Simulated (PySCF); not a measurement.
# Levels of Tl⁶²⁺ from EOM-EA-GCCSD

Reference: closed-shell Tl⁶³⁺, [Ar]; one electron is added. Calculated with PySCF 2.14, two-component X2C-1e with screened spin-orbit coupling, an even-tempered Gaussian basis (17 s from 7.2 bohr⁻², ratio 2.6; 14 p from 9.4 bohr⁻², ratio 2.6; 5 d from 9.6 bohr⁻², ratio 2.8; 3 f from 150 bohr⁻², ratio 2.8); frozen [Ne]; the 60 highest virtual spinors dropped; of the others 54 kept and the rest restored at second order. No Breit or QED terms. Binding energies in eV.

| level | Koopmans | second order | EOM-CCSD |
| --- | --- | --- | --- |
| 3d3/2 | 6707.7 | 6709.0 | 6708.7 |
| 3d5/2 | 6592.1 | 6593.1 | 6592.8 |

For comparison, the ionisation energy of Tl⁶²⁺ is 6714 ± 15 eV (theoretical estimate listed by NIST; NIST Atomic Spectra Database, ionization energies).

Only part of the computed levels is shown.
